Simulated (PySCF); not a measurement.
Cartesian coordinates in Å; atom numbers follow the order of the lines, from 1:
```xyz
18

C    -2.2303   -1.1028   -0.6458
C    -1.4330   -0.0225    0.0657
C    -0.3476    0.5806   -0.8122
C     0.5081    1.6477   -0.1554
Se    1.4531    1.1253    1.5053
Si    2.6817   -0.5336    0.6408
Cl    1.6426   -2.2888    0.3684
Cl    4.2174   -0.9252    1.9364
Cl    3.4364   -0.0166   -1.2005
H    -1.5782   -1.9398   -0.9426
H    -3.0216   -1.5111    0.0005
H    -2.7119   -0.7169   -1.5590
H    -0.9675   -0.4426    0.9731
H    -2.1071    0.7808    0.4129
H     0.2967   -0.2221   -1.2097
H    -0.8103    1.0478   -1.7013
H     1.2780    2.0269   -0.8411
H    -0.1000    2.5018    0.1808
```

Geometry: PBE0-D3(BJ)/def2-SVP; GIAO shifts from PySCF 2.14, gas phase, non-relativistic, averaged over equivalent atoms.

At PBE0/pcSseg-1 (250 basis functions, 64 s wall time on 1 thread of an Arm Neoverse V1, shared host):
```json
{"atoms": "C4", "δ (ppm)": "37.1"}
{"atoms": "C3", "δ (ppm)": "34.4"}
{"atoms": "C2", "δ (ppm)": "23.2"}
{"atoms": "C1", "δ (ppm)": "15.4"}
{"atoms": "Se5", "δ (ppm)": "45.1"}
{"atoms": "Si6", "δ (ppm)": "47.0"}
{"atoms": "Cl7/Cl8/Cl9", "δ (ppm)": "194.0"}
{"atoms": "H17/H18", "δ (ppm)": "2.82"}
{"atoms": "H15/H16", "δ (ppm)": "1.52"}
{"atoms": "H13/H14", "δ (ppm)": "1.47"}
{"atoms": "H10/H11/H12", "δ (ppm)": "1.03"}
```

References, each an isolated molecule treated in the same way: TMS for ¹³C (σ = 184.41 ppm), ²⁹Si (σ = 351.99 ppm), ¹H (σ = 31.27 ppm); ⁷⁷Se (σ = 1769.71 ppm) against Me2Se; ³⁵Cl (σ = 943.27 ppm) against HCl.

Q: What do these become at PBE/pcSseg-1?

A: 
| atoms | δ at PBE/pcSseg-1 | change |
| --- | --- | --- |
| C4 | 40.5 | +3.4 |
| C3 | 36.8 | +2.4 |
| C2 | 25.1 | +1.9 |
| C1 | 15.8 | +0.4 |
| Se5 | 60.9 | +15.8 |
| Si6 | 45.0 | -2.0 |
| Cl7/Cl8/Cl9 | 228.3 | +34.3 |
| H17/H18 | 2.94 | +0.12 |
| H15/H16 | 1.63 | +0.11 |
| H13/H14 | 1.56 | +0.09 |
| H10/H11/H12 | 1.03 | +0.00 |

Scale: ¹³C (σref 180.03) and ²⁹Si (σref 334.61) and ¹H (σref 31.20) vs TMS; ⁷⁷Se (σref 1669.66) vs Me2Se; ³⁵Cl (σref 933.68) against HCl (reference shieldings calculated alike).

The largest change is at Cl7/Cl8/Cl9 (chlorine bonded to Si). Cost: 250 basis functions, 73 s wall time on 1 thread of an Arm Neoverse V1, shared host. The order of the carbon signals is the same at both levels.

Relativistic effects, spin–orbit coupling among them, are left out; they matter for Se and for the light atoms bonded to it.
